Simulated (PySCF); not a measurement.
## Si2H4NCl

The system: Si2H4NCl, a silylene (divalent Si1, bonded to 1 Cl + 1 N); neutral, singlet. The structure, one conformer, was relaxed in the gas phase by PBE0-D3(BJ)/def2-SVP. No frequency run checks that it is a minimum.

SMILES: [SiH3]N[Si]Cl

Coordinates in Å:
```
Si1     2.214    1.149   -0.017
N2      0.492    1.049    0.025
Si3    -0.603   -0.344    0.079
Cl4     2.615   -0.937    0.023
H5      0.025    1.956    0.015
H6     -0.399   -1.150    1.316
H7     -1.983    0.229    0.089
H8     -0.441   -1.211   -1.121
```

Shieldings: GIAO PBE0/pcSseg-2. Shifts are against computed references at the same level: H TMS (σ 31.24 ppm), Si TMS (σ 341.3 ppm). Core levels by delta-SCF with SCAN, pcX-2 on the ionised atom and pcseg-1 elsewhere, spin-free X2C (2p3/2 is the spin-free 2p value less a third of a first-order spin-orbit splitting); from the vacuum level, for chosen atoms.

Give the NMR and core-level values of the distinct atoms.


| atoms | bonded to | σ (ppm) | δ (ppm) | core level (eV) |
| --- | --- | --- | --- | --- |
| Si1 | 1 Cl + 1 N | 134.9 | 206.4 | 2p3/2 107.89 |
| N2 | 2 Si + 1 H | 106.6 | - | 1s 404.79 |
| Si3 | 1 N + 3 H | 406.5 | -65.2 | 2p3/2 107.39 |
| Cl4 | 1 Si | 613.0 | - | 2p3/2 205.46 |
| H5 | 1 N | 26.34 | 4.91 | - |
| H6 H7 H8 | 1 Si | 26.49 | 4.75 | - |

Values are those of this one static structure, with the three H of a rotating XH3 group averaged; atoms that internal rotation interchanges would show their mean in an NMR spectrum.

Which of Si1, Si3 holds its core electrons tightest, and by how much against the loosest?

Si1 (bonded to 1 Cl + 1 N), by 0.49 eV over Si3 (bonded to 1 N + 3 H).

By CAM-B3LYP/def2-SVPD (TDDFT singlets, Tamm-Dancoff triplets, ionisation by delta-SCF), where does absorption start, and what does vertical ionisation take?

The lowest singlet lies at 4.47 eV (f 0.050), the strongest of the first 6 at 6.41 eV (f 0.247), the lowest triplet at 2.82 eV; vertical ionisation takes 9.49 eV.
